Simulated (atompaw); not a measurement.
**What one change does to a pseudopotential (Ti (Z = 22), PAW (atompaw))**

```json
{
 "Element": "Ti",
 "Generator": "atompaw 4.2.0.5",
 "Type": "PAW",
 "Functional": "PBE",
 "Relativity": "scalar-relativistic",
 "Frozen core": "[Ar]",
 "Valence charge": "4",
 "Reference configuration": "3d2 4s2 4p0",
 "Partial waves": "4s (bound): rc 3.00 bohr; 4s channel at 0.05 Ry: rc 3.00 bohr; 4p (bound, empty): rc 3.00 bohr; 4p channel at 2.15 Ry: rc 3.00 bohr; 3d (bound): rc 2.20 bohr; 3d channel at 1.15 Ry: rc 2.20 bohr",
 "Local potential": "troulliermartins scheme with l = 3 at 1 Ry, radius 2.80 bohr",
 "Core correction": "smooth core density matched at 2.15 bohr",
 "Augmentation charge": "gaussian compensation charge, radius 2.40 bohr; PAW radius 3.00 bohr; waves and projectors: custom polynom vanderbiltortho"
}
```

All-electron outer shells of the reference configuration (PBE, scalar-relativistic, ld1.x):

```tsv
shell	level (eV)	outermost node (bohr)	outermost maximum (bohr)
3s	-62.63	0.40	0.87
3p	-38.86	0.37	0.90
4s	-4.47	1.24	2.92
3d	-4.26	–	0.98
4p	-1.47	1.39	3.80
```

Change: all radii scaled by about 0.79 (s 2.36, p 2.36, d 1.72 bohr); local potential troulliermartins scheme with l = 3 at 1 Ry, radius 2.20 bohr; augmentation gaussian compensation charge, radius 1.88 bohr; PAW radius 2.36 bohr; waves and projectors: custom polynom vanderbiltortho; core correction smooth core density matched at 1.70 bohr.

Cutoffs: the cutoffs (Ry, on a coarse ladder) from which the occupation-weighted sum of valence levels, in a spherical-Bessel basis at the reference potential, stays within 10 and 1 mRy of its value at 400 Ry; they do not see the model core or the augmentation charge, which bear on the density cutoff.

What does the change do?

The potential gets harder (18 Ry and 30 Ry → 30 Ry and 50 Ry); the bound ghosts move from s to p, s. A smaller radius makes the pseudo-wave follow the all-electron one further in, where it bends more sharply, so more plane waves are needed.

| quantity | base | changed |
| --- | --- | --- |
| cutoff, loose | 18 Ry | 30 Ry |
| cutoff, tight | 30 Ry | 50 Ry |
| loose cutoff by channel (10 mRy a level) | s 6 Ry, d 18 Ry | s 8 Ry, d 30 Ry |
| bound ghosts | s | s, p |
| lowest overlap eigenvalue by channel | s 0.07, p 0.33, d 0.94 | s 0.48, p 0.62, d 0.93 |

 A true bound ghost makes a file unfit for plane-wave use even where its test errors are small: the radial tests pick states by their node count and pass the ghost by. The cutoffs see the waves, projectors and local potential, not the compensation charge or the core.
